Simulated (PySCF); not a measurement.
**EPR parameters of [C6H10OS]+**

C6H10OS (charge +1 and doublet state).
Z-matrix (Å and degrees, GFN2-xTB geometry), rows numbered from 1:
```
C 
C   1  1.3412
O   2  1.3392  1  120.60
C   3  1.3961  2  120.63  1  -172.46
C   4  1.5206  3  111.79  2  -139.67
C   5  1.5240  4  106.68  3   -71.84
C   6  1.5216  5  107.03  4   -46.92
S   7  1.8062  6  107.71  5    33.97
H   1  1.0767  2  121.14  3     2.36
H   1  1.0743  2  120.73  3  -176.40
H   2  1.0861  1  122.48  3   178.65
H   4  1.0938  3  112.44  2    -9.51
H   5  1.0899  4  110.13  3    49.43
H   5  1.0905  4  108.91  3   168.50
H   6  1.0912  5  109.81  4    72.02
H   6  1.0888  5  111.42  4  -168.11
H   7  1.0933  6  111.96  5   -82.44
H   7  1.0891  6  113.70  5   154.50
```

The hyperfine couplings belong to this conformer and change with its torsions.

Identity: `C=CO[C@@H]1CCC[S+]1` [radical] (charge +1).

Level of theory: UKS B3LYP, pcH-1 on C H O S, non-relativistic, mean-field spin-orbit, GIAO (PySCF). One conformer (not necessarily the lowest) at the GFN2-xTB geometry, without solvent, vibrations or thermal averaging. The geometry wasn't refined by DFT: couplings that depend on bond lengths, twists or pyramidal angles can differ widely from those at the functional's own minimum, by a factor of two or more for some ions and for spin on atoms past the first row. Stability of the SCF solution: not tested.

```json
{
 "g1, g2, g3": "2.00350, 2.01067, 2.01752",
 "g_iso": "2.01056",
 "Form of g": "rhombic: the two nearest values differ by 49 % of g3 − g1",
 "⟨S²⟩": "0.7589 (exact 0.7500)",
 "α and β electrons": "35, 34",
 "Basis functions": "310"
}
```

Isotropic coupling and dipolar principal values T1 to T3, in 10⁻⁴ cm⁻¹ (1 × 10⁻⁴ cm⁻¹ = 2.998 MHz):

```csv
atom,isotope,a_iso,of which spin–orbit,T1,T2,T3,Mulliken spin population
C1,13C,7.7,0.0,-8.9,-8.6,17.5,0.34
C2,13C,-6.2,0.0,-1.6,0.0,1.6,-0.02
O3,17O,-10.9,-0.1,-26.7,13.3,13.4,0.20
C4,13C,-5.6,0.0,-0.4,0.0,0.4,-0.02
C5,13C,1.1,0.0,-0.5,-0.2,0.7,0.00
C6,13C,1.0,0.0,-0.4,0.0,0.4,0.01
C7,13C,-2.7,0.1,-0.8,-0.6,1.5,-0.02
S8,33S,5.2,0.3,-17.1,-16.4,33.5,0.49
H9,1H,-6.9,0.0,-3.6,-0.8,4.3,-0.01
H10,1H,-7.2,0.0,-4.3,-0.6,4.9,-0.01
H11,1H,0.3,0.0,-1.2,0.0,1.2,0.00
H12,1H,0.2,0.0,-1.2,0.1,1.1,0.00
H13,1H,0.4,0.0,-0.7,-0.3,1.0,0.00
H14,1H,3.4,0.0,-0.5,-0.2,0.7,0.00
H15,1H,1.9,0.0,-0.6,-0.3,0.9,0.00
H16,1H,-0.5,0.0,-0.4,-0.3,0.7,0.00
H17,1H,24.7,0.0,-1.3,-0.4,1.6,0.03
H18,1H,6.4,0.0,-0.8,-0.6,1.4,0.01
```

The largest Mulliken spin populations are on S8 (+0.49), C1 (+0.34) and O3 (+0.20). Three atoms exceed +0.15.

The SMILES `C=CO[C@@H]1CCC[S+]1` draws the unpaired electron on S8, whose computed spin population is only +0.49.

Under fast tumbling the dipolar parts average out, and these isotropic splittings remain (the largest six): 1 × 1H (H17, I = 1/2, 2 lines) with 2.63 mT, 1 × 1H (H10, I = 1/2, 2 lines) with 0.77 mT, 1 × 1H (H9, I = 1/2, 2 lines) with 0.73 mT, 1 × 1H (H18, I = 1/2, 2 lines) with 0.68 mT, 1 × 1H (H14, I = 1/2, 2 lines) with 0.37 mT and 1 × 1H (H15, I = 1/2, 2 lines) with 0.20 mT.

The 33S coupling of S8 (15.6 MHz) shows only in satellite lines or after enrichment, since that isotope makes up about 0.76 % of natural sulfur.

The 17O coupling of O3 (-32.8 MHz) shows only in satellite lines or after enrichment, since that isotope makes up about 0.038 % of natural oxygen.

On Arm Neoverse V1, one thread, on a shared host, this took 2.5 min wall (with the writing of density and orbital grids) and 1.1 GiB of memory at its peak.
